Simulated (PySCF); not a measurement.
## Frontier levels across methods

Species: C3H7NSSi.
Geometry (PBE0-D3(BJ)/def2-SVP, Å), atoms numbered from 1 in this order:
```xyz
13
C3H7NSSi angstrom
C     -1.5486   -1.1969    0.5397
N     -0.7016   -0.3397    0.1333
C     -1.0684    0.8186   -0.5153
C     -0.1040    1.6714   -0.9202
S      1.6071    1.4644   -0.7079
Si     1.8482   -0.4269    0.3576
H     -1.1908   -2.1001    1.0497
H     -2.6369   -1.0738    0.4021
H     -2.1297    1.0375   -0.6969
H     -0.3764    2.5958   -1.4375
H      3.3515   -0.3453    0.4156
H      1.5534   -1.6696   -0.4081
H      1.4022   -0.4521    1.7781
```

Basis pcSseg-1 throughout (PySCF), one geometry. Geometry: PBE0-D3(BJ)/def2-SVP, one conformer, isolated molecule.

How do the orbital energies, the gap and the dipole change with the method?

```json
{"method": "BLYP", "kind": "GGA", "HOMO (eV)": "-5.30", "LUMO (eV)": "-2.45", "gap (eV)": "2.85", "μ (D)": "3.14", "SCF cycles": "16"}
{"method": "B97-D", "kind": "GGA", "HOMO (eV)": "-5.42", "LUMO (eV)": "-2.52", "gap (eV)": "2.90", "μ (D)": "3.26", "SCF cycles": "16"}
{"method": "OPBE", "kind": "GGA", "HOMO (eV)": "-5.48", "LUMO (eV)": "-2.56", "gap (eV)": "2.92", "μ (D)": "3.32", "SCF cycles": "17"}
{"method": "KT3", "kind": "GGA", "HOMO (eV)": "-5.49", "LUMO (eV)": "-2.54", "gap (eV)": "2.94", "μ (D)": "3.18", "SCF cycles": "17"}
{"method": "PBE", "kind": "GGA", "HOMO (eV)": "-5.49", "LUMO (eV)": "-2.63", "gap (eV)": "2.86", "μ (D)": "3.23", "SCF cycles": "16"}
{"method": "KT2", "kind": "GGA", "HOMO (eV)": "-5.50", "LUMO (eV)": "-2.57", "gap (eV)": "2.92", "μ (D)": "3.22", "SCF cycles": "16"}
{"method": "BP86", "kind": "GGA", "HOMO (eV)": "-5.59", "LUMO (eV)": "-2.72", "gap (eV)": "2.87", "μ (D)": "3.27", "SCF cycles": "16"}
{"method": "LDA", "kind": "LDA", "HOMO (eV)": "-5.64", "LUMO (eV)": "-2.85", "gap (eV)": "2.80", "μ (D)": "3.23", "SCF cycles": "16"}
{"method": "B97-2", "kind": "global hybrid", "HOMO (eV)": "-6.20", "LUMO (eV)": "-1.78", "gap (eV)": "4.42", "μ (D)": "3.56", "SCF cycles": "14"}
{"method": "B3LYP", "kind": "global hybrid", "HOMO (eV)": "-6.21", "LUMO (eV)": "-1.91", "gap (eV)": "4.30", "μ (D)": "3.44", "SCF cycles": "14"}
{"method": "PBE0", "kind": "global hybrid", "HOMO (eV)": "-6.43", "LUMO (eV)": "-1.74", "gap (eV)": "4.68", "μ (D)": "3.60", "SCF cycles": "12"}
{"method": "mPW1PW91", "kind": "global hybrid", "HOMO (eV)": "-6.45", "LUMO (eV)": "-1.75", "gap (eV)": "4.69", "μ (D)": "3.61", "SCF cycles": "14"}
{"method": "BHandHLYP", "kind": "global hybrid", "HOMO (eV)": "-7.21", "LUMO (eV)": "-0.64", "gap (eV)": "6.57", "μ (D)": "3.82", "SCF cycles": "13"}
{"method": "CAM-B3LYP", "kind": "range-separated hybrid", "HOMO (eV)": "-7.56", "LUMO (eV)": "-0.62", "gap (eV)": "6.94", "μ (D)": "3.69", "SCF cycles": "13"}
{"method": "wB97X-D", "kind": "range-separated hybrid", "HOMO (eV)": "-8.13", "LUMO (eV)": "-0.02", "gap (eV)": "8.11", "μ (D)": "3.79", "SCF cycles": "14"}
{"method": "HF", "kind": "Hartree–Fock", "HOMO (eV)": "-8.42", "LUMO (eV)": "2.08", "gap (eV)": "10.50", "μ (D)": "4.39", "SCF cycles": "12"}
{"method": "LC-wPBE", "kind": "range-separated hybrid", "HOMO (eV)": "-8.84", "LUMO (eV)": "0.40", "gap (eV)": "9.24", "μ (D)": "4.01", "SCF cycles": "14"}
```

The HOMO spans 3.54 eV, from BLYP down to LC-wPBE, and the gap runs from 2.80 eV (LDA) to 10.50 eV (HF). Over the methods BLYP (0 %), B97-D (0 %), OPBE (0 %), KT3 (0 %), PBE (0 %), KT2 (0 %), BP86 (0 %), LDA (0 %), B97-2 (21 %), B3LYP (20 %), PBE0 (25 %), mPW1PW91 (25 %), BHandHLYP (50 %), HF (100 %), a straight line through the gap against the share of exact exchange rises by 0.76 eV for each 10 % (correlation coefficient 1.000). The dipole ranges from 3.14 D (BLYP) to 4.39 D (HF). This basis has no diffuse functions.
